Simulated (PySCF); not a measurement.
Species: C7H9S (charge +1).
SMILES with atom numbers: `[CH3:1][S:2][C:3]1=[CH:4][CH:5]=[CH:6][CH2:7][CH+:8]1` (hydrogens: H9, H10, H11 on C1; H12 on C4; H13 on C5; H14 on C6; H15, H16 on C7; H17 on C8)

Geometry (GFN2-xTB, Å), atoms numbered from 1 in this order:
```xyz
17
C7H9S angstrom
C      3.1028   -0.0165   -0.0747
S      1.8913    1.2853   -0.4119
C      0.3484    0.5173   -0.1373
C      0.1741   -0.8218    0.2877
C     -1.0887   -1.3734    0.4772
C     -2.2230   -0.6301    0.2654
C     -2.1208    0.7587   -0.1638
C     -0.7802    1.2855   -0.3545
H      3.0477   -0.3228    0.9660
H      4.0719    0.4361   -0.2666
H      2.9547   -0.8518   -0.7531
H      1.0397   -1.4388    0.4716
H     -1.1648   -2.4020    0.7961
H     -3.2033   -1.0556    0.4129
H     -2.7129    0.9189   -1.0809
H     -2.6744    1.4119    0.5322
H     -0.6695    2.3110   -0.6773
```

Method used: PySCF, TDDFT PBE0/def2-SVPD, vertical, gas phase, core orbitals frozen in the response.

Problem. Predict the UV-vis stick spectrum at this level.

Solution. 

| state | E (eV) | E (hartree) | f | \|μ\| (D) | main configurations (H = HOMO, L = LUMO) |
| --- | --- | --- | --- | --- | --- |
| S1 | 1.71 | 0.0627 | 0.021 | 1.79 | H→L (99%) |
| S2 | 4.05 | 0.1487 | 0.0001 | 0.07 | H-2→L (89%), H-1→L (9%) |
| S3 | 4.40 | 0.1616 | 0.011 | 0.80 | H-1→L (65%), H→L+1 (27%) |
| S4 | 4.54 | 0.1670 | 0.266 | 3.93 | H→L+1 (68%), H-1→L (23%) |
| S5 | 5.32 | 0.1956 | 0.0011 | 0.24 | H-4→L (87%), H-6→L (8%) |
| S6 | 5.42 | 0.1994 | 0.0028 | 0.37 | H-5→L (96%) |
| S7 | 5.88 | 0.2162 | 0.0002 | 0.10 | H→L+3 (56%), H→L+2 (38%) |
| S8 | 6.01 | 0.2210 | 0.212 | 3.05 | H-3→L (83%), H-1→L+1 (10%) |

Triplets (Tamm–Dancoff): T1 0.81 eV, H→L (95%); T2 3.04 eV, H-1→L (87%); T3 3.49 eV, H→L+1 (93%).

The lowest singlet comes at 726 nm (165 kJ/mol) in the visible; it is weak; its leading configuration is HOMO→LUMO (99%). The most intense listed level is S4 at 4.54 eV (273 nm, f = 0.266), 2.84 eV above S1. Löwdin shares by element: HOMO sulfur 55%, carbon 26% or more (atoms not listed hold the other 19%); LUMO carbon 70% or more (atoms not listed hold the other 30%). Of the 8 states listed, 4 reach f = 0.01 and 2 stay under 0.0005. The listed states span 4.31 eV, and the widest gap between neighbours is 2.34 eV (S1 to S2). Orbital energies (eV): HOMO-3 -14.94, HOMO-2 -13.48, HOMO-1 -13.43, HOMO -10.74, LUMO -8.28, LUMO+1 -5.49, LUMO+2 -3.40. S1 lies in the visible range (380 to 750 nm), at 726 nm, f = 0.021; light of that wavelength is red, and its complementary colour is blue-green; a Tamm–Dancoff triplet lies at 408 nm, without intensity as long as spin–orbit coupling is left out. The window holds the lowest 8 singlets.

One conformer stands for the species.
